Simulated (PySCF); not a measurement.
B(H) cation (BH), SMILES [BH] (connectivity only; charge and spin as stated), charge +1, multiplicity 2. Atoms are numbered in the order given.

```xyz
2

B      0.0000     0.0000    -0.2007
H      0.0000     0.0000     1.0037
```
Charge +1, spin multiplicity 2.

The structure is a stationary point at B3LYP-D3(BJ)/def2-TZVPD. The multiplicity is an assumed one; other spin states were not compared.

Method: B3LYP/pcH-1 (PySCF).

Unrestricted Kohn–Sham, ⟨S²⟩ = 0.752. Hyperfine tensors hold the contact and dipolar terms, without spin-orbit corrections.

Computed hyperfine couplings:
```tsv
nucleus	A(iso) (MHz)	A(iso) (G)	dipolar principal values (MHz)
11B no. 1	987.5	352.4	-44.6, -44.6, 89.3
1H no. 2	385.2	137.4	-13.4, -13.4, 26.8
```
